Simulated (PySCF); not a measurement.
# C5H6F3Si: g tensor and hyperfine couplings

Compound: C5H6F3Si (doublet state).
Structure used (GFN2-xTB), in Å, numbered top down from 1:
```xyz
15
C5H6F3Si angstrom
C      3.3948   -0.2015    0.0514
C      1.9768   -0.0085    0.2145
C      0.7763    0.1093    0.3180
Si    -0.9910    0.4773    0.6035
C     -1.8745    1.3971   -0.8360
F     -1.3519    2.6610   -1.0010
C     -1.9093   -1.2297    0.7905
F     -3.1908   -1.0527    1.2175
F     -2.0083   -1.8427   -0.4278
H      3.9307    0.2668    0.8768
H      3.7233    0.2486   -0.8849
H      3.6275   -1.2659    0.0348
H     -2.9485    1.5209   -0.6638
H     -1.7267    0.8737   -1.7876
H     -1.4326   -1.9458    1.4721
```

The hyperfine couplings belong to this conformer and change with its torsions.

The species is `CC#C[Si](CF)C(F)F` [radical].

Method: PySCF, UKS B3LYP, pcH-1 on C F H Si, non-relativistic, mean-field spin-orbit, GIAO. The structure is a single GFN2-xTB conformer in the gas phase; no vibrational or solvent corrections. GFN2-xTB frequencies show an imaginary mode (27i cm⁻¹), so this geometry is no minimum at that level. A GFN2-xTB geometry isn't a minimum of the functional, and hyperfine couplings can be far from their values at a DFT geometry, by a factor of two or more for some ions and for spin on atoms past the first row. Stability of the SCF solution: not tested.

```
g1, g2, g3                      : 2.00195, 2.00211, 2.00348
g_iso                           : 2.00252
Form of g                       : close to axial: the two nearest values differ by 10 % of g3 − g1
⟨S²⟩                            : 0.7540 (exact 0.7500)
α and β electrons               : 39, 38
HOMO–LUMO gap, α and β orbitals : 5.49, 4.42 eV
Basis functions                 : 295
```

Isotropic coupling and dipolar principal values T1 to T3, in MHz:

| atom | isotope | a_iso | of which spin–orbit | T1 | T2 | T3 | Mulliken spin population |
| --- | --- | --- | --- | --- | --- | --- | --- |
| C1 | 13C | -5.3 | 0.0 | -0.5 | 0.1 | 0.4 | -0.01 |
| C2 | 13C | 15.1 | -0.1 | -12.9 | -11.7 | 24.6 | 0.16 |
| C3 | 13C | 27.6 | 0.0 | -8.5 | -1.8 | 10.3 | -0.09 |
| Si4 | 29Si | -551.7 | 1.0 | -160.1 | 79.6 | 80.4 | 0.86 |
| C5 | 13C | 23.1 | 0.0 | -5.8 | -5.7 | 11.5 | 0.02 |
| F6 | 19F | 19.8 | 0.1 | -7.5 | -1.2 | 8.6 | 0.00 |
| C7 | 13C | 43.3 | 0.0 | -3.9 | -3.4 | 7.3 | 0.01 |
| F8 | 19F | -1.7 | -0.2 | -9.5 | -3.9 | 13.4 | 0.00 |
| F9 | 19F | 103.9 | 0.4 | -55.9 | -52.0 | 107.8 | 0.02 |
| H10 | 1H | 25.1 | 0.0 | -1.3 | -0.7 | 2.1 | 0.01 |
| H11 | 1H | 5.4 | 0.0 | -1.1 | -1.0 | 2.2 | 0.00 |
| H12 | 1H | 8.0 | 0.0 | -1.1 | -1.0 | 2.2 | 0.00 |
| H13 | 1H | -2.8 | 0.0 | -4.4 | -2.2 | 6.6 | 0.00 |
| H14 | 1H | 47.5 | 0.0 | -4.5 | 0.4 | 4.1 | 0.02 |
| H15 | 1H | -3.0 | 0.0 | -3.3 | -2.1 | 5.4 | 0.00 |

Largest spin populations (Mulliken): Si4 (+0.86), C2 (+0.16) and C3 (-0.09). The angles at Si4 add up to 328.1°, so it is pyramidal.

Under fast tumbling the dipolar parts average out, and these isotropic splittings remain: 2 × 19F (F8/F9, I = 1/2, 3 lines) with 1.82 mT, 2 × 1H (H13/H14, I = 1/2, 3 lines) with 0.80 mT, 1 × 19F (F6, I = 1/2, 2 lines) with 0.71 mT, 3 × 1H (H10/H11/H12, I = 1/2, 4 lines) with 0.46 mT and 1 × 1H (H15, I = 1/2, 2 lines) with 0.11 mT.

Class means assume fast exchange of nuclei equivalent by connectivity; if that motion is slow, each nucleus keeps its own coupling. The three 1H nuclei of mean +12.8 MHz run from 5.4 to 25.1 MHz in the frozen geometry. The 19F value of +51.1 MHz is a mean of couplings from -1.7 to 103.9 MHz in this one geometry, not an average over conformers. The 1H value of +22.4 MHz is a mean of couplings from -2.8 to 47.5 MHz in this one geometry, not an average over conformers.

The 13C coupling of C7 (43.3 MHz) shows only in satellite lines or after enrichment, since that isotope makes up about 1.07 % of natural carbon.

The 29Si coupling of Si4 (-551.7 MHz) shows only in satellite lines or after enrichment, since that isotope makes up about 4.7 % of natural silicon.

The spin density at the nucleus, in bohr⁻³, is negative for C1 (-0.0047), for instance. A restricted open-shell determinant has no negative spin density anywhere; here it arises because α and β orbitals differ (spin polarisation).
